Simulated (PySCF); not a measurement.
HO (SMILES [OH-]), charge -1, singlet, geometry from GFN2-xTB; DF-MP2/cc-pVTZ in PySCF.

Input for PySCF:
```python
from pyscf import gto, scf, mp

mol = gto.Mole()
mol.atom = '''
    O    -0.00000000   -0.00000000   -0.10875384
    H     0.00000000    0.00000000    0.87003075
'''
mol.basis = 'cc-pvtz'
mol.charge = -1
mol.verbose = 4
mol.build()

mf = scf.RHF(mol)
mf = mf.density_fit(auxbasis='def2-universal-jkfit')
mf.kernel()

pt = mp.MP2(mf)
pt.kernel()
print('E(MP2) = %.10f' % pt.e_tot)
mf.analyze()
```

Output, abridged:

```
PySCF version 2.14.0

[INPUT] verbose = 4
[INPUT] num. atoms = 2
[INPUT] num. electrons = 10
[INPUT] charge = -1
[INPUT] spin (= nelec alpha-beta = 2S) = 0
[INPUT] symmetry False subgroup None
[INPUT] Mole.unit = angstrom
[INPUT] Symbol           X                Y                Z      unit          X                Y                Z       unit  Magmom
[INPUT]  1 O      0.000000000000   0.000000000000  -0.108753840000 AA    0.000000000000   0.000000000000  -0.205514972595 Bohr   0.0
[INPUT]  2 H      0.000000000000   0.000000000000   0.870030750000 AA    0.000000000000   0.000000000000   1.644119837450 Bohr   0.0

nuclear repulsion = 4.32517811437959
number of shells = 15
number of NR pGTOs = 58
number of NR cGTOs = 44
basis = cc-pvtz
ecp = {}

******** <class 'pyscf.df.df_jk.DFRHF'> ********
method = DFRHF
initial guess = minao
damping factor = 0
level_shift factor = 0
DIIS = <class 'pyscf.scf.diis.CDIIS'>
diis_start_cycle = 1
diis_space = 8
diis_damp = 0
SCF conv_tol = 1e-09
SCF conv_tol_grad = None
SCF max_cycles = 50
direct_scf = False
Set gradient conv threshold to 3.16228e-05
Initial guess from minao.
******** <class 'pyscf.df.df.DF'> ********
auxbasis = def2-universal-jkfit
init E= -75.0407182889453
  HOMO = -0.431428326644523  LUMO = 0.11279243699248  gap/eV = 14.80900
cycle= 1 E= -75.2583762782949  delta_E= -0.218  |g|= 0.787  |ddm|= 0.821
  HOMO = 0.117348572522605  LUMO = 0.429395884452694  gap/eV = 8.49124
cycle= 2 E= -75.3234210736364  delta_E= -0.065  |g|= 0.602  |ddm|= 0.726
  HOMO = -0.0530924609930007  LUMO = 0.421196504373114  gap/eV = 12.90606
cycle= 3 E= -75.3819653704454  delta_E= -0.0585  |g|= 0.024  |ddm|= 0.271
  HOMO = -0.0619394219895218  LUMO = 0.424982005336222  gap/eV = 13.24981
cycle= 4 E= -75.3821374298877  delta_E= -0.000172  |g|= 0.00697  |ddm|= 0.0159
  HOMO = -0.0639317404427448  LUMO = 0.425110223542152  gap/eV = 13.30751
cycle= 5 E= -75.382165609313  delta_E= -2.82e-05  |g|= 0.00208  |ddm|= 0.0105
  HOMO = -0.0639221389053911  LUMO = 0.425372013136382  gap/eV = 13.31437
cycle= 6 E= -75.3821690599724  delta_E= -3.45e-06  |g|= 0.000377  |ddm|= 0.00466
  HOMO = -0.0640400189793148  LUMO = 0.425401336886797  gap/eV = 13.31838
cycle= 7 E= -75.3821691934822  delta_E= -1.34e-07  |g|= 7.91e-05  |ddm|= 0.00104
  HOMO = -0.06406412036527  LUMO = 0.425402384764947  gap/eV = 13.31906
cycle= 8 E= -75.3821691974296  delta_E= -3.95e-09  |g|= 6.25e-06  |ddm|= 0.0002
  HOMO = -0.0640655641276295  LUMO = 0.425402460749483  gap/eV = 13.31910
cycle= 9 E= -75.3821691974501  delta_E= -2.05e-11  |g|= 9.15e-07  |ddm|= 1.61e-05
  HOMO = -0.0640655211859028  LUMO = 0.425402469787235  gap/eV = 13.31910
Extra cycle  E= -75.3821691974505  delta_E= -3.69e-13  |g|= 2.98e-07  |ddm|= 1.11e-06
converged SCF energy = -75.3821691974505

******** <class 'pyscf.mp.dfmp2.DFRMP2'> ********
nocc = 5, nmo = 44
E(DFRMP2) = -75.6597258003351  E_corr = -0.27755660288465
E(SCS-DFRMP2) = -75.654604579561  E_corr = -0.272435382110499
E_corr(same-spin) = -0.0699606246358635
E_corr(oppo-spin) = -0.207595978248787
E(MP2) = -75.6597258003
**** SCF Summaries ****
Total Energy =                         -75.382169197450466
Nuclear Repulsion Energy =               4.325178114379590
One-electron Energy =                 -116.862943672350212
Two-electron Energy =                   37.155596360520143
Two-electron Coulomb Energy =           45.980103029033856
DFT Exchange-Correlation Energy =       -8.824506668513713
HOMO-LUMO gap [eV] =                    13.319102446803926
**** MO energy ****
MO #1   energy= -20.1082975329129  occ= 2
MO #2   energy= -0.844127448615449 occ= 2
MO #3   energy= -0.195319721821411 occ= 2
MO #4   energy= -0.0640655211859037 occ= 2
MO #5   energy= -0.0640655211859028 occ= 2
MO #6   energy= 0.425402469787235  occ= 0
MO #7   energy= 0.904728403962203  occ= 0
MO #8   energy= 1.04529079155254   occ= 0
MO #9   energy= 1.1607621421036    occ= 0
MO #10  energy= 1.16076214210361   occ= 0
MO #11  energy= 1.23541372430353   occ= 0
MO #12  energy= 1.23541372430353   occ= 0
MO #13  energy= 1.4852812813831    occ= 0
 ** Mulliken pop on meta-lowdin orthogonal AOs  **
 ** Mulliken pop  **
 ** Mulliken atomic charges  **
charge of    0O =     -1.18331
charge of    1H =      0.18331

WARN: System has nonzero charge -1; the dipole moment is origin-dependent.
Location of origin: [0. 0. 0.]

Dipole moment(X, Y, Z, Debye):  0.00000,  0.00000,  1.42936
```
